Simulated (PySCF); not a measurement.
AlOF, SMILES [O]=[Al][F].

Coordinates come from a B3LYP-D3(BJ)/def2-TZVP optimisation.

Two levels are set side by side: TDA-PBE/def2-TZVPD (PySCF) and ADC(2)/aug-cc-pVDZ (PySCF). Vertical, same geometry; the bases differ. Differences are taken from unrounded values.

```json
[
 {"quantity": "lowest singlet excitation (eV)", "ADC(2)": "2.81"}
]
```

Question: What does TDA-PBE give, and how far is it from ADC(2)? (An estimate is asked for; the answer gives what the named calculation found.)

Answer: 
```csv
quantity,TDA-PBE,TDA-PBE minus ADC(2)
lowest singlet excitation (eV),3.10,0.29
```

Rough cost on one machine, each run with all the roots and properties that it gave: ADC(2) against TDA-PBE about 5 times.
